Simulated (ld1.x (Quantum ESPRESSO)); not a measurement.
# Hg, PAW: configuration errors across variants

ld1.x (Quantum ESPRESSO) 7.5 input, shortened:

```
&input
   title='Hg', zed=80., rel=2, dft='PBE', iswitch=3,
   config='[Xe] 4f14 5d10 6s1 6p0', rel_dist='average'
 /
 &inputp
   pseudotype=3, lpaw=.true., tm=.true., lloc=-2, rcloc=1.45,
   nlcc=.false.,
   which_augfun='BESSEL', rmatch_augfun=1.10
 /
6
5S  1  0   2.00   0.00  1.20  1.40  0.0
6S  2  0   1.00   0.00  1.20  1.40  0.0
5P  2  1   6.00   0.00  1.65  1.85  0.0
6P  3  1   0.00   0.00  1.65  1.85  0.0
5D  3  2  10.00   0.00  1.20  1.45  0.0
5D  3  2   0.00  -0.95  1.20  1.45  0.0
 &test
   configts(1)='5s2 5p6 5d10 6s1 6p0'
 /
```

Open shells are filled in proportion to 2j + 1 (rel_dist='average').

All-electron excitation energies from the reference (eV): (1) 5s2 5p6 5d10 6s2 6p0 -10.701; (2) 5s2 5p6 5d10 6s0 6p0 18.985; (3) 5s2 5p6 5d9 6s0 6p0 54.515; (4) 5s2 5p6 5d10 6s0 6p2 1.711; (5) 5s1 5p6 5d10 6s2 6p0 114.616; (6) 5s2 5p6 5d10 6s1.5 6p0 -6.338; (7) 5s2 5p6 5d9 6s2 6p0 4.837.

1 further variants failed, have other tests or too few solved ones, and are left out.

Errors AE − PS in meV (a dash: test not solved or not reliable):

```csv
change,(1),(2),(3),(4),(5),(6),(7),bound ghosts
base,+0.5,+0.8,-0.7,+6.5,-49,+0.3,-0.4,not determined
"wave 5d channel at -0.95 Ry: rcut 1.20, rcutus 1.45 bohr becomes 5d channel at 5.95 Ry: rcut 1.20, rcutus 1.45 bohr",+0.4,+0.9,+1.4,+6.3,-48,+0.2,-0.6,not determined
local potential all-electron potential smoothed inside 1.10 bohr (lloc = -1),+0.1,+0.3,+15,+0.8,–,–,–,not determined
"waves 5d (bound): rcut 1.16, rcutus 1.24 bohr; 5d channel at -0.95 Ry: rcut 1.16, rcutus 1.24 bohr",+0.4,+1.6,+0.2,+6.3,-53,+0.1,-0.2,not determined
"all radii but the core radius scaled by about 1.35 (s 1.88, p 2.50, d 1.96 bohr, rcut 1.62/2.22/1.62); local potential all-electron potential smoothed inside 1.96 bohr (lloc = -2); augmentation BESSEL, radius 1.48 bohr",–,–,–,–,–,–,–,not determined
"waves 5p (bound): rcut 1.65, rcutus 2.60 bohr; 6p (bound): rcut 1.65, rcutus 2.60 bohr",+1.8,+1.8,-15,–,–,–,–,not determined
"waves 5s (bound): rcut 1.04, rcutus 1.10 bohr; 6s (bound): rcut 1.04, rcutus 1.10 bohr",-0.1,+0.5,-1.2,+3.4,-27,0.0,-1.6,not determined
```

(1) Give the same row for: local potential all-electron potential smoothed inside 2.18 bohr (lloc = -2).

Results:

(1) +0.2, +0.2, -1.7, +2.8, -44, +0.2, -2.8; bound ghosts: not determined.
